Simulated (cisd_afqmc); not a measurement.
Input (AFQMC/CISD/def2-QZVPPD; cisd_afqmc is a phaseless AFQMC code with CISD trial states that reads the integrals written by Ansatz): A basis named .json is the Basis Set Exchange file of that set.

Ansatz 0.2 input:
```python
import cisd_afqmc

open("ham.yaml", "w").write("""\
crystal:
  periodic: [false, false, false]
  atoms:
    - {symbol: Pb, position_ang: [0.00000000, 0.00000000, 0.00000000]}
basis:
  gaussian:
    orbitals: def2-QZVPPD.json
total_charge: 1
magnetization: {spin_polarized: true, initial_magnetization: 1}
correlation: {method: ccsd, electrons: outside_noble_gas, hamiltonian_folder: ham}
scf: {lower_state_search: full}
""")
rep = cisd_afqmc.ansatz("ham.yaml")
e_ccsd = rep["correlation"]["coupled_cluster"]["energy"]["hartree"]
out = cisd_afqmc.run("ham", e_ccsd, trial="CISD", walkers=100, populations=8, threads=8, dt=0.005, steps=40, early=36, settle=10, least=32,
    cut=5e-5, rank_cut=2e-4, target=0.0004, seconds=1500, seed=1, memory=12960, gpu=False)
```

Output:

```
orbitals 79, occupied [2, 1], factors 412 of 531, rank of the doubles 83 of 232
E(HF) = -191.595030
E(CCSD) on the cut factors = -191.632656, shift to the whole factors -0.000000
Energy of the trial state on the determinant = -191.632522
  tau behind 10.8 of longer steps, mean of the populations' last blocks
   2.0  -191.63319
   4.0  -191.63315
   6.0  -191.63126
   8.0  -191.63370
blocks 300 (7 outliers left out), error by blocks joined: 1: 0.00001, 2: 0.00002, 4: 0.00002, 8: 0.00002, 16: 0.00003
E(AFQMC/CISD) = -191.63324 +/- 0.00003
```

The error still grows at the longest joins of blocks, or few joins were possible, so the printed bar may be too narrow.
